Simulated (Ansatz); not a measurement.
Geometry optimisation, Ansatz 0.2.0, RKS r2SCAN-D4/def2-SVP.

Input:

```yaml
crystal:
  periodic: [false, false, false]
  atoms:
    - { symbol: C, position_ang: [-0.2013, 1.6445, 0.668] }
    - { symbol: "N", position_ang: [-0.2867, 0.2291, 0.6735] }
    - { symbol: As, position_ang: [0.8322, -0.4131, -0.7212] }
    - { symbol: "N", position_ang: [0.3812, -2.2021, -0.4388] }
    - { symbol: H, position_ang: [-0.9209, 2.0765, 1.4287] }
    - { symbol: H, position_ang: [-0.5896, 2.0938, -0.3301] }
    - { symbol: H, position_ang: [0.8072, 2.0508, 0.8688] }
    - { symbol: H, position_ang: [-1.2187, -0.0505, 0.4326] }
    - { symbol: H, position_ang: [-0.208, -0.1643, -1.7761] }
    - { symbol: H, position_ang: [0.6727, -2.7642, -1.2199] }
    - { symbol: H, position_ang: [0.7974, -2.5575, 0.4352] }
basis:
  gaussian: { orbitals: def2-SVP }
hamiltonian:
  xc: r2scan
  dispersion: d4
relax:
  f_tol: 0.02
  max_steps: 50
```

Launched with:

```bash
$ ansatz run input.yaml --threads 2 --pin off --max-ram 3072MiB --backend cpu --events-out ev --progress --plain --runs-dir out
```

**Question.** Where does it end, and by what steps?

**Answer.** The run converged. After 9 steps the energy has fallen by 0.351 eV; H9 moved furthest, 0.54 Å.

| step | energy less start (eV) | largest force component (eV/Å) | accepted |
| --- | --- | --- | --- |
| 0 | 0.0000 | 2.083 | yes |
| 1 | -0.2390 | 0.904 | yes |
| 2 | -0.2913 | 0.498 | yes |
| 3 | -0.3238 | 0.257 | yes |
| 4 | -0.3225 | 0.675 | no |
| 5 | -0.3458 | 0.140 | yes |
| 6 | -0.3472 | 0.194 | yes |
| 7 | -0.3488 | 0.092 | yes |
| 8 | -0.3510 | 0.041 | yes |
| 9 | -0.3513 | 0.020 | yes |

```xyz
11
Properties=species:S:1:pos:R:3
C -0.299 1.754 0.690
N -0.330 0.326 0.460
As 0.905 -0.449 -0.664
N 0.364 -2.203 -0.295
H -0.814 2.004 1.634
H -0.757 2.372 -0.112
H 0.747 2.088 0.797
H -1.267 -0.062 0.360
H 0.151 -0.477 -2.021
H 0.329 -2.755 -1.152
H 1.037 -2.655 0.325
```

Whether the end is a true minimum wasn't checked by a vibrational analysis.

Time of the run: 24 s on 2 threads of Intel(R) Xeon(R) Platinum 8488C (Sapphire Rapids) (shared host), peak memory 0.2 GiB.
